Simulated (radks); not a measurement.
The numbers below are computed, except where a source is named.
Problem. Radial electron density D(r) = 4 pi r^2 rho(r) of an atom or ion with 26 electrons. Code: a radial shooting solver on a logarithmic mesh with Libxc functionals. Model: scalar-relativistic Kohn-Sham, PBE, spin-polarised, spherical densities, point nucleus.

```
   r/bohr * D(r) (the largest magnitude, 36.6, reaches the edge; | marks zero)
 0.003472 |  *
 0.003914 |  *
 0.004449 |   *
 0.005016 |    *
 0.005701 |      *
 0.006428 |       *
 0.007306 |         *
 0.008237 |           *
 0.009362 |             *
  0.01064 |                *
    0.012 |                   *
  0.01363 |                       *
  0.01537 |                          *
  0.01747 |                              *
   0.0197 |                                  *
  0.02239 |                                      *
  0.02525 |                                          *
  0.02869 |                                             *
  0.03235 |                                               *
  0.03677 |                                                *
  0.04146 |                                                *
  0.04712 |                                               *
  0.05355 |                                             *
  0.06038 |                                          *
  0.06862 |                                        *
  0.07737 |                                      *
  0.08794 |                                     *
  0.09915 |                                       *
   0.1127 |                                          *
   0.1271 |                                              *
   0.1444 |                                                  *
   0.1628 |                                                     *
   0.1851 |                                                      *
   0.2103 |                                                   *
   0.2371 |                                              *
   0.2695 |                                      *
   0.3039 |                               *
   0.3454 |                         *
   0.3894 |                     *
   0.4426 |                     *
    0.499 |                       *
   0.5672 |                          *
   0.6395 |                           *
   0.7268 |                          *
   0.8195 |                        *
   0.9314 |                    *
    1.059 |               *
    1.193 |           *
    1.356 |       *
    1.529 |     *
    1.738 |   *
     1.96 | *
    2.228 |*
    2.511 |*
    2.854 |*
    3.218 *
    3.658 *
    4.124 *
    4.687 *
```

What is the nuclear charge?

Solution. Z = 27. The innermost maximum, from 1s, lies near gamma/Z bohr with gamma = sqrt(1 - (Z/c)^2) = 0.980, here 0.0363 bohr (found: 0.0392), and its height grows with Z. The density is that of the cobalt ion Co+ in [Ar] 3d8; the configuration itself is not fixed sharply by these data, and Z only to about a unit. D(r) has 3 maxima, at r = 0.0392, 0.179, 0.666 bohr, and minima at 0.0852, 0.418 bohr, inside which lie 2.11, 10.73 electrons.
